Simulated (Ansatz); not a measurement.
Gas-phase electronic energies from Ansatz, PBE0-D4/def2-TZVP geometries. CCSD(T)/CBS adds triple-zeta CCSD(T) − MP2 to the extrapolated MP2 energy (def2 sets, frozen cores). DFT in def2-TZVPP. For Ge outer-core shells are correlated without core-valence functions, which leaves a few kJ/mol of doubt a bond. Scalar relativity is left out up to krypton. One conformer a species, not always the lowest.

Consider the redistribution: `C[O][AlH][GeH3]` + `O[SiH](F)[SiH3]` → `O[SiH]([SiH3])[GeH3]` + `C[O][AlH][F]`.

```csv
level,ΔE (kJ/mol)
r2SCAN,-27.2
PBE0,-25.3
HF/def2-TZVPP,-18.2
MP2/def2-QZVPP,-32.1
```

Task: What does CCSD(T)/CBS give? (An estimate is asked.)

Result: The calculation gave: -27.6 kJ/mol. The listed levels differ from it by 0.4, 2.3, 9.4, -4.5 kJ/mol.

Largest T1 diagnostic among the species: 0.013.

The D4 term adds −3.3 kJ/mol with B3LYP and −1.8 kJ/mol with PBE0; it sums over pairs of atoms, weighted by their polarisabilities, and B3LYP, whose exchange is more repulsive, gets the larger term. In def2-TZVPP, CCSD(T) changes the Hartree–Fock value by −8.7 kJ/mol (the triples alone add −0.9 kJ/mol) and MP2 by −13.4 kJ/mol.

B3LYP here is the variant with VWN-RPA as its local correlation; programs differ in this.
